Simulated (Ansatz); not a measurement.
Geometry optimisation, Ansatz 0.2.0, RKS BLYP-D4/def2-SVP.

Input file:

```yaml
crystal:
  periodic: [false, false, false]
  atoms:
    - { symbol: Sn, position_ang: [0.0, 0.0, 0.0] }
    - { symbol: C, position_ang: [1.4021, 0.0, 1.8859] }
    - { symbol: H, position_ang: [0.4025, -0.3092, 2.2564] }
    - { symbol: H, position_ang: [2.1697, -0.7111, 2.2564] }
    - { symbol: H, position_ang: [1.6341, 1.0203, 2.2564] }
    - { symbol: H, position_ang: [1.889, 0.0, 0.442] }
    - { symbol: H, position_ang: [-0.8195, 1.4198, -0.5794] }
    - { symbol: H, position_ang: [-0.8195, -1.4198, -0.5794] }
basis:
  gaussian: { orbitals: def2-SVP }
hamiltonian:
  xc: blyp
  dispersion: d4
relax:
  f_tol: 0.15
  max_steps: 25
  restrain:
    - { distance: [1, 5], at: 1.11, k: 30.0 }
    - { distance: [0, 1], at: 3.35, k: 30.0 }
    - { distance: [0, 5], at: 2.94, k: 30.0 }
```

Launched with:

```bash
$ ansatz run input.yaml --threads 1 --pin off --max-ram 2048MiB --backend cpu --events-out ev --progress --plain --runs-dir out
```

Where does it end, and by what steps?

The forces met the threshold. The restraints hold the end off the free minimum; the threshold counts their pulls, which the force column leaves out. Restrained pairs: C2–H6 (1.52 → 1.11 Å), Sn1–C2 (2.35 → 3.35 Å), Sn1–H6 (1.94 → 2.94 Å). After 8 steps the energy has fallen by 4.020 eV (the restraints' own energy left out); Sn1 moved furthest, 0.98 Å.

```csv
step,energy less start (eV),largest force component (eV/Å),accepted
0,0.0000,2.660,yes
1,0.2188,2.379,yes
2,0.3406,4.416,yes
3,-0.4326,4.922,yes
4,-1.8449,4.357,yes
5,-3.0418,2.583,yes
6,-3.6955,0.872,yes
7,-3.9597,0.574,yes
8,-4.0203,0.105,yes
```

```xyz
8
Properties=species:S:1:pos:R:3
Sn -0.063 -0.025 -0.980
C 1.650 0.016 1.898
H 0.582 -0.255 1.760
H 2.123 -0.760 2.526
H 1.706 1.003 2.390
H 2.175 0.055 0.923
H -1.149 1.243 -0.292
H -1.164 -1.278 -0.287
```

Run time: 9.5 s on 1 thread of Intel(R) Xeon(R) 6975P-C (Granite Rapids), with other jobs on the host, peak memory 0.14 GiB.
